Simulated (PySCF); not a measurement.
propene (C₃H₆), singlet, geometry from GFN2-xTB; B3LYP/6-31G, TDA (PySCF).

Here is a job for PySCF.
```python
from pyscf import gto, scf, dft, tdscf

mol = gto.Mole()
mol.atom = '''
    C     1.279892    0.123522    0.009191
    C     0.008252    0.474861    0.009243
    H     1.580863   -0.911474   -0.009262
    H     2.074598    0.849719    0.027481
    H    -0.266597    1.522093    0.028072
    C    -1.135740   -0.482434   -0.015379
    H    -0.783764   -1.510907   -0.033434
    H    -1.764433   -0.339590    0.863349
    H    -1.755096   -0.305534   -0.894541
'''
mol.basis = '6-31g'
mol.charge = 0
mol.spin = 0
mol.verbose = 4
mol.build()

mf = dft.RKS(mol)
mf.xc = 'b3lyp'
mf.kernel()
td = mf.TDA()
td.nstates = 5
td.kernel()
td.analyze()
```

It wrote (shortened):

```
PySCF version 2.14.0

[INPUT] verbose = 4
[INPUT] num. atoms = 9
[INPUT] num. electrons = 24
[INPUT] charge = 0
[INPUT] spin (= nelec alpha-beta = 2S) = 0
[INPUT] symmetry False subgroup None
[INPUT] Mole.unit = angstrom
[INPUT] Symbol           X                Y                Z      unit          X                Y                Z       unit  Magmom
[INPUT]  1 C      1.279892000000   0.123522000000   0.009191000000 AA    2.418645349022   0.233422750359   0.017368472811 Bohr   0.0
[INPUT]  2 C      0.008252000000   0.474861000000   0.009243000000 AA    0.015594019980   0.897357237237   0.017466738569 Bohr   0.0
[INPUT]  3 H      1.580863000000  -0.911474000000  -0.009262000000 AA    2.987398110458  -1.722436229662  -0.017502643366 Bohr   0.0
[INPUT]  4 H      2.074598000000   0.849719000000   0.027481000000 AA    3.920422038570   1.605736192839   0.051931563629 Bohr   0.0
[INPUT]  5 H     -0.266597000000   1.522093000000   0.028072000000 AA   -0.503795315631   2.876338906118   0.053048391769 Bohr   0.0
[INPUT]  6 C     -1.135740000000  -0.482434000000  -0.015379000000 AA   -2.146237548714  -0.911668133178  -0.029062098070 Bohr   0.0
[INPUT]  7 H     -0.783764000000  -1.510907000000  -0.033434000000 AA   -1.481099306294  -2.855200429688  -0.063181103249 Bohr   0.0
[INPUT]  8 H     -1.764433000000  -0.339590000000   0.863349000000 AA   -3.334295135145  -0.641732094641   1.631493159917 Bohr   0.0
[INPUT]  9 H     -1.755096000000  -0.305534000000  -0.894541000000 AA   -3.316650762320  -0.577375581743  -1.690437497195 Bohr   0.0

nuclear repulsion = 71.2485601598988
number of shells = 27
number of NR pGTOs = 90
number of NR cGTOs = 39
basis = 6-31g
ecp = {}

******** <class 'pyscf.dft.rks.RKS'> ********
method = RKS
initial guess = minao
damping factor = 0
level_shift factor = 0
DIIS = <class 'pyscf.scf.diis.CDIIS'>
diis_start_cycle = 1
diis_space = 8
diis_damp = 0
SCF conv_tol = 1e-09
SCF conv_tol_grad = None
SCF max_cycles = 50
direct_scf = True
direct_scf_tol = 1e-13
XC library pyscf.dft.libxc version 7.1.2
    S. Lehtola, C. Steigemann, M. J. T. Oliveira, and M. A. L. Marques,  SoftwareX 7, 1–5 (2018)
XC functionals = b3lyp
    P. J. Stephens, F. J. Devlin, C. F. Chabalowski, and M. J. Frisch,  J. Phys. Chem. 98, 11623 (1994)
radial grids:
    Treutler-Ahlrichs [JCP 102, 346 (1995); DOI:10.1063/1.469408] (M4) radial grids

becke partition: Becke, JCP 88, 2547 (1988); DOI:10.1063/1.454033
pruning grids: <function nwchem_prune>
grids dens level: 3
symmetrized grids: False
atomic radii adjust function: <function treutler_atomic_radii_adjust>
small_rho_cutoff = 0
Set gradient conv threshold to 3.16228e-05
Initial guess from minao.
tot grids = 101208
init E= -118.0044582093
  HOMO = -0.308863910384574  LUMO = -0.0622882221273768  gap/eV = 6.70967
cycle= 1 E= -117.845881237731  delta_E= 0.159  |g|= 0.351  |ddm|=  2.5
  HOMO = -0.1875171993259  LUMO = 0.0899753686805176  gap/eV = 7.55096
cycle= 2 E= -117.842461207969  delta_E= 0.00342  |g|= 0.37  |ddm|= 0.772
  HOMO = -0.251875783935177  LUMO = 0.0328737156031547  gap/eV = 7.74843
cycle= 3 E= -117.88133591702  delta_E= -0.0389  |g|= 0.0166  |ddm|= 0.404
  HOMO = -0.253070652602869  LUMO = 0.0316029182672932  gap/eV = 7.74636
cycle= 4 E= -117.881328169794  delta_E= 7.75e-06  |g|= 0.0178  |ddm|= 0.0301
  HOMO = -0.252702819165575  LUMO = 0.0321715304507548  gap/eV = 7.75183
cycle= 5 E= -117.881412734179  delta_E= -8.46e-05  |g|= 0.0022  |ddm|= 0.0163
  HOMO = -0.252494293944779  LUMO = 0.0323628870768806  gap/eV = 7.75136
cycle= 6 E= -117.881413993393  delta_E= -1.26e-06  |g|= 0.000368  |ddm|= 0.00235
  HOMO = -0.252532394648546  LUMO = 0.0323247302829752  gap/eV = 7.75136
cycle= 7 E= -117.881414031928  delta_E= -3.85e-08  |g|= 3.35e-05  |ddm|= 0.000537
  HOMO = -0.252531069012049  LUMO = 0.0323256947887043  gap/eV = 7.75135
cycle= 8 E= -117.881414032312  delta_E= -3.84e-10  |g|= 7.54e-06  |ddm|= 7.39e-05
  HOMO = -0.252530509236345  LUMO = 0.0323265414167235  gap/eV = 7.75136
Extra cycle  E= -117.881414032286  delta_E= 2.6e-11  |g|= 1.25e-05  |ddm|= 2.42e-05
converged SCF energy = -117.881414032286

******** <class 'pyscf.tdscf.rks.TDA'> for <class 'pyscf.dft.rks.RKS'> ********
nstates = 5 singlet
deg_eia_thresh = 1.000e-03
wfnsym = None
conv_tol = 1e-05
eigh lindep = 1e-12
eigh level_shift = 0
eigh max_cycle = 100

Excitation energies (eV)
[8.59217579 8.84291677 8.85256539 9.27596861 9.48101648]

** Singlet excitation energies and oscillator strengths **
Excited State   1:      8.59218 eV    144.30 nm  f=0.0000
      11 -> 13       -0.68700
      12 -> 14        0.12721
Excited State   2:      8.84292 eV    140.21 nm  f=0.6668
       9 -> 13        0.12721
      12 -> 13       -0.66745
Excited State   3:      8.85257 eV    140.05 nm  f=0.0067
      11 -> 13       -0.14202
      12 -> 14       -0.67870
Excited State   4:      9.27597 eV    133.66 nm  f=0.0002
      12 -> 14        0.11654
      12 -> 15        0.68645
Excited State   5:      9.48102 eV    130.77 nm  f=0.0028
       8 -> 13       -0.10535
      10 -> 13        0.68452

** Transition electric dipole moments (AU) **
state          X           Y           Z        Dip. S.      Osc.
  1        -0.0000     -0.0002      0.0099      0.0001      0.0000
  2         1.7482     -0.1477      0.0061      3.0779      0.6668
  3        -0.0019      0.0036     -0.1758      0.0309      0.0067
  4        -0.0002     -0.0006      0.0308      0.0010      0.0002
  5        -0.0006     -0.0021      0.1101      0.0121      0.0028

** Transition velocity dipole moments (imaginary part, AU) **
state          X           Y           Z        Dip. S.      Osc.
  1         0.0001      0.0002     -0.0105      0.0001      0.0002
  2         0.2291      0.0320      0.0018      0.0535      0.1097
  3        -0.0002      0.0005     -0.0265      0.0007      0.0014
  4        -0.0000     -0.0001      0.0072      0.0001      0.0001
  5        -0.0001     -0.0002      0.0113      0.0001      0.0002

** Transition magnetic dipole moments (imaginary part, AU) **
state          X           Y           Z
  1         1.3004     -0.3654     -0.0002
  2        -0.0021     -0.0063      0.3571
  3        -0.1114      0.3621      0.0058
  4         0.0165     -0.3003     -0.0057
  5        -0.2235     -1.1156     -0.0228
```
